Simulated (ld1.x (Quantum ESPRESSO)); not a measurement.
**Hf: one change to a PAW potential, before and after**

* Element: Hf (Z = 72)
* Generator: ld1.x (Quantum ESPRESSO) 7.5
* Type: PAW
* Functional: PBE
* Relativity: scalar-relativistic
* Frozen core: [Kr] 4d10 4f14
* Valence charge: 12
* Reference configuration: 5s2 5p6 5d2 6s0 6p0 (charge +2)
* Partial waves: 5s (bound): rcut 1.65, rcutus 1.90 bohr; 6s (bound, empty): rcut 1.65, rcutus 1.90 bohr; 5p (bound): rcut 1.75, rcutus 2.10 bohr; 6p (bound, empty): rcut 1.75, rcutus 2.10 bohr; 5d (bound): rcut 1.65, rcutus 2.05 bohr; 5d channel at 1.65 Ry: rcut 1.65, rcutus 2.05 bohr; 5f channel at -0.15 Ry: rcut 1.80, rcutus 2.45 bohr
* Local potential: all-electron potential smoothed inside 2.00 bohr (lloc = -2)
* Core correction: Bessel-smoothed model core inside 1.95 bohr
* Augmentation charge: BESSEL, radius 1.50 bohr

Change: waves 5p (bound): rcut 1.75, rcutus 2.52 bohr; 6p (bound): rcut 1.75, rcutus 2.52 bohr.

Cutoffs: the cutoffs (Ry, on a coarse ladder) from which the occupation-weighted sum of valence levels, in a spherical-Bessel basis at the reference potential, stays within 10 and 1 mRy of its value at 400 Ry; they do not see the model core or the augmentation charge, which bear on the density cutoff. Errors are all-electron minus pseudo energies relative to the spin-unpolarised reference configuration.

**Question.** What does the change do?

**Answer.** The potential gets softer (21 Ry and 35 Ry → 21 Ry and 30 Ry); of the 7 tests that both files solve, the error grows in 5 and shrinks in 0 by more than 15 % and 0.3 meV (median size 4.4 → 5.5 meV); neither file shows a bound ghost. A larger radius leaves more room for a smooth pseudo-wave, so fewer plane waves are needed. More of the atom is replaced by a form fitted at one configuration, so other configurations suffer.

| quantity | base | changed |
| --- | --- | --- |
| cutoff, loose | 21 Ry | 21 Ry |
| cutoff, tight | 35 Ry | 30 Ry |
| loose cutoff by channel (10 mRy a level) | s 12 Ry, p 15 Ry, d 18 Ry | s 12 Ry, p 10 Ry, d 18 Ry |
| bound ghosts | none | none |
| error for 5s2 5p6 5d2 6s2 6p0, meV [ΔE -22.16 eV] | +4.8 | +7.5 |
| error for 5s2 5p6 5d2 6s1 6p0, meV [ΔE -14.18 eV] | +2.8 | +3.7 |
| error for 5s2 5p6 5d1 6s0 6p0, meV [ΔE 21.79 eV] | -40 | -40 |
| error for 5s2 5p6 5d2 6s1 6p1, meV [ΔE -18.33 eV] | +4.4 | +5.1 |
| error for 5s2 5p6 5d3 6s0 6p0, meV [ΔE -12.17 eV] | -13 | -12 |
| error for 5s2 5p6 5d2 6s1.5 6p0, meV [ΔE -18.90 eV] | +3.7 | +5.5 |
| error for 5s2 5p6 5d2 6s0 6p1, meV [ΔE -9.50 eV] | +3.1 | +4.3 |
| lowest overlap eigenvalue by channel | s 0.08, p 0.10, d 0.47, f 1.00 | s 0.08, p 0.10, d 0.47, f 1.00 |
